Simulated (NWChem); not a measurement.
All runs are NWChem calculations. System: H$_{2}$O$_{2}$Sn, charge 1, spin multiplicity 2, at the geometry of a parent with another charge or spin, in a state set for the comparison that need not be this species' ground state. Its SCF solution wasn't tested for a lower state. Level: UHF/def2-TZVP with def2 effective core potentials on Sn.

Input file:

```
start mol
memory heap 200 mb stack 900 mb global 1100 mb
charge 1
geometry units angstroms nocenter noautoz
  Sn    -0.383777    -0.024732     0.000000
  O      0.848978     1.573851     0.000000
  H      1.771413     1.240678     0.000000
  O      1.209159    -1.294745     0.000000
  H      0.952344    -2.236931     0.000000
  symmetry group Cs
end
basis spherical
  * library def2-tzvp
end
ecp
  Sn library def2-ecp
end
scf
  uhf
  nopen 1
  maxiter 100
  thresh 1e-7
  semidirect memsize 60000000 filesize 0
  # guess.movecs holds the orbitals of an unrestricted PBE0 run
  vectors input guess.movecs output mol.movecs
end
task scf energy
```

Output (cleaned and shortened):

```
             Northwest Computational Chemistry Package (NWChem) 7.3.0
             --------------------------------------------------------

                                NWChem Input Module
                                -------------------

 Scaling coordinates for geometry "geometry" by  1.889725989
 (inverse scale =  0.529177249)

 Turning off AUTOSYM since
 SYMMETRY directive was detected!

                             Geometry "geometry" -> ""
                             -------------------------

 Output coordinates in angstroms (scale by  1.889725989 to convert to a.u.)

  No.       Tag          Charge          X              Y              Z
 ---- ---------------- ---------- -------------- -------------- --------------
    1 Sn                  50.0000    -0.38377700    -0.02473200     0.00000000
    2 O                    8.0000     0.84897800     1.57385100     0.00000000
    3 H                    1.0000     1.77141300     1.24067800     0.00000000
    4 O                    8.0000     1.20915900    -1.29474500     0.00000000
    5 H                    1.0000     0.95234400    -2.23693100     0.00000000

 Effective nuclear repulsion energy (a.u.)     252.8347445023

            Nuclear Dipole moment (a.u.)
            ----------------------------
        X                 Y               Z
 ---------------- ---------------- ----------------
     0.0000056692    -0.0000094486     0.0000000000

      Symmetry information
      --------------------

 Group name             Cs
 Group number              2
 Group order               2
 No. of unique centers     5

      Symmetry unique atoms

     1    2    3    4    5


 Summary of "ao basis" -> "" (spherical)
 ------------------------------------------------------------------------------
       Tag                 Description            Shells   Functions and Types
 ---------------- ------------------------------  ------  ---------------------
 *                         def2-tzvp                  on all atoms

 Summary of "ao basis" -> "ao basis" (spherical)
 ------------------------------------------------------------------------------
[...]
    14      0.163180  1 Sn py                11     -0.161270  1 Sn py
     6     -0.158609  1 Sn s

 center of mass
 --------------
 x =  -0.11921514 y =   0.00677083 z =   0.00000000

 moments of inertia (a.u.)
 ------------------
         261.035209537483           8.740796723837           0.000000000000
           8.740796723837         199.091281599003           0.000000000000
           0.000000000000           0.000000000000         460.126491136486

  Mulliken analysis of the total density
  --------------------------------------

    Atom       Charge   Shell Charges
 -----------   ------   -------------------------------------------------------
    1 Sn  22    20.64   0.28 -0.77  1.53  0.95  1.09  0.49 -0.40  6.35  0.41  0.45  0.02  8.99  1.04  0.11  0.06  0.00
    2 O    8     8.74   0.79  1.18  0.57  0.97  0.35  1.80  2.06  0.99  0.00  0.02  0.00
    3 H    1     0.62   0.23  0.32  0.02  0.05
    4 O    8     8.42   0.79  1.18  0.59  1.00  0.30  1.78  1.97  0.79  0.00  0.02  0.00
    5 H    1     0.58   0.23  0.30  0.01  0.04

  Mulliken analysis of the alpha density
  --------------------------------------

    Atom       Charge   Shell Charges
 -----------   ------   -------------------------------------------------------
    1 Sn  22    10.44   0.14 -0.39  0.77  0.47  0.58  0.28 -0.20  3.18  0.23  0.25  0.01  4.49  0.53  0.05  0.03  0.00
    2 O    8     4.38   0.40  0.59  0.28  0.49  0.17  0.91  1.04  0.49  0.00  0.01  0.00
    3 H    1     0.31   0.12  0.16  0.01  0.02
    4 O    8     4.59   0.40  0.59  0.30  0.51  0.14  1.07  1.16  0.41  0.00  0.01  0.00
    5 H    1     0.28   0.11  0.14  0.00  0.02

   Mulliken analysis of the beta density
   -------------------------------------

    Atom       Charge   Shell Charges
 -----------   ------   -------------------------------------------------------
    1 Sn  22    10.20   0.14 -0.38  0.76  0.48  0.51  0.21 -0.20  3.18  0.18  0.20  0.01  4.50  0.52  0.06  0.03  0.00
    2 O    8     4.35   0.40  0.59  0.28  0.48  0.17  0.89  1.02  0.50  0.00  0.01  0.00
    3 H    1     0.31   0.12  0.16  0.01  0.02
    4 O    8     3.83   0.40  0.59  0.29  0.49  0.16  0.71  0.81  0.38  0.00  0.01  0.00
    5 H    1     0.31   0.12  0.16  0.01  0.02

   Mulliken analysis of the spin density
   -------------------------------------

    Atom       Charge   Shell Charges
 -----------   ------   -------------------------------------------------------
    1 Sn  22     0.24   0.00 -0.01  0.01 -0.00  0.08  0.07 -0.00  0.00  0.05  0.05 -0.00 -0.01  0.01 -0.01  0.00  0.00
    2 O    8     0.03   0.00 -0.00  0.00  0.00 -0.00  0.02  0.02 -0.00  0.00  0.00  0.00
    3 H    1     0.00   0.00  0.00  0.00  0.00
    4 O    8     0.75  -0.00 -0.00  0.01  0.02 -0.02  0.37  0.35  0.02 -0.00 -0.00 -0.00
    5 H    1    -0.03  -0.01 -0.02 -0.00  0.00

       Multipole analysis of the density wrt the origin
       ------------------------------------------------

     L   x y z        total         alpha         beta         nuclear
     -   - - -        -----         -----         ----         -------
     0   0 0 0      1.000000    -20.000000    -19.000000     40.000000

     1   1 0 0     -0.555254    -10.732609    -10.129185     20.306540
     1   0 1 0     -1.716759     -0.957969     -2.067408      1.308618
     1   0 0 1     -0.000000      0.000000     -0.000000      0.000000

     2   2 0 0    -19.468480    -57.939410    -49.904918     88.375848
     2   1 1 0     -2.462547      3.800762     -0.696514     -5.566795
     2   1 0 1      0.000000      0.000000      0.000000      0.000000
     2   0 2 0    -21.239983    -83.823451    -79.486225    142.069693
     2   0 1 1      0.000000     -0.000000      0.000000      0.000000
     2   0 0 2    -22.267736    -11.440721    -10.827015      0.000000

 Task  times  cpu:       10.3s     wall:       10.3s

 Total times  cpu:       10.3s     wall:       10.3s
```
